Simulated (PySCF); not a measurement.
Can point charges reproduce the dipole moment of `N#C[SiH2]C(CC(=O)C)=C`?

Coordinates (GFN2-xTB, Å) and charges (e) from the PBE0/pcSseg-1 density (PySCF):

```csv
atom,x,y,z,Mulliken,IAO,Hirshfeld,ESP-fitted
C1,-0.746,-2.276,0.787,-0.0676,-0.2898,-0.0882,-0.4921
C2,-0.636,-0.999,0.453,-0.5616,-0.2455,-0.0822,+0.0638
C3,0.675,-0.276,0.567,-0.1687,-0.3170,-0.0786,-0.4347
C4,0.917,0.567,-0.658,+0.1700,+0.4117,+0.1912,+0.7870
C5,2.336,0.986,-0.903,-0.2358,-0.4730,-0.1151,-0.6058
O6,0.008,0.878,-1.391,-0.3904,-0.3959,-0.1716,-0.5108
Si7,-2.091,0.014,-0.222,+0.8192,+0.7630,+0.3474,+0.2964
C8,-1.825,1.756,0.401,-0.1942,-0.1465,-0.0341,+0.2488
N9,-1.617,2.805,0.812,-0.2249,-0.2186,-0.2170,-0.4346
H10,0.088,-2.853,1.160,+0.1111,+0.1455,+0.0489,+0.2021
H11,-1.682,-2.801,0.709,+0.1148,+0.1514,+0.0501,+0.2085
H12,1.513,-0.952,0.749,+0.1409,+0.1520,+0.0543,+0.1451
H13,0.620,0.423,1.411,+0.1904,+0.1819,+0.0607,+0.1543
H14,2.902,0.121,-1.249,+0.1484,+0.1714,+0.0626,+0.1659
H15,2.792,1.341,0.017,+0.1409,+0.1650,+0.0605,+0.1610
H16,2.376,1.761,-1.664,+0.1492,+0.1736,+0.0584,+0.1756
H17,-2.358,-0.050,-1.652,-0.0449,-0.0948,-0.0631,-0.0177
H18,-3.280,-0.438,0.527,-0.0968,-0.1344,-0.0840,-0.1127
```

Question: Compute μ = Σ q r for each scheme (1 e·Å = 4.803 D) and compare with the dipole of the full density.

Answer: The full density gives (3.40, -4.02, -0.03) D, 5.27 D in size; dipole vectors point from the negative to the positive end.

```json
{"scheme": "Mulliken", "μx": "3.13", "μy": "-4.11", "μz": "-0.12", "size (D)": "5.16", "share of the full size (%)": "98", "angle to the full dipole (°)": "3"}
{"scheme": "IAO", "μx": "2.83", "μy": "-3.57", "μz": "0.07", "size (D)": "4.56", "share of the full size (%)": "87", "angle to the full dipole (°)": "2"}
{"scheme": "Hirshfeld", "μx": "2.93", "μy": "-2.83", "μz": "-0.47", "size (D)": "4.10", "share of the full size (%)": "78", "angle to the full dipole (°)": "8"}
{"scheme": "ESP-fitted", "μx": "3.39", "μy": "-4.03", "μz": "-0.01", "size (D)": "5.27", "share of the full size (%)": "100", "angle to the full dipole (°)": "0"}
```

Question: Which set comes closest?

Answer: Length of the difference vector: ESP-fitted 0.03 D, Mulliken 0.30 D, IAO 0.74 D, Hirshfeld 1.35 D. Closest: ESP-fitted. ESP charges are fitted to the potential around the molecule, whose slowest-falling term is the dipole's. 

Question: What is left for the Hirshfeld atoms' own dipoles?

Answer: The Hirshfeld atoms' densities add up to the full density, so μ = Σ q r + Σ (atomic dipoles). The atomic dipoles sum to (3.40, -4.02, -0.03) − (2.93, -2.83, -0.47) = (0.47, -1.19, 0.44) D, 1.35 D in size.

Question: With the origin at the mean of the coordinates, (0.000, 0.000, -0.008) Å, which are the largest single terms, by size, of the IAO dipole along the direction of the full one?

Answer: Si7 -4.98, N9 +3.35, C8 +1.77, C1 -1.74, C5 -1.73 D; all 18 atoms together +4.55 D. The single terms depend on the origin, their sum doesn't.

Question: Give the size of the full dipole in other units.

Answer: 5.27 D = 2.072 au = 1.097 e·Å = 17.57 × 10⁻³⁰ C·m.

One conformer (not necessarily the lowest) at the GFN2-xTB geometry, without solvent, vibrations or thermal averaging.

The run behind these numbers computed NMR shieldings as well. Time: 41 s; peak memory 0.93 GiB. Hardware: an Arm Neoverse V1 with one thread, shared host with 32 logical CPUs at a one-minute load of 29.

Conformer computed: `[CH2:1]=[C:2]([CH2:3][C:4]([CH3:5])=[O:6])[SiH2:7][C:8]#[N:9]`: C1–C2–C3–C4 136°, C2–C3–C4–C5 -161°, C1–C2–Si7–C8 147°.
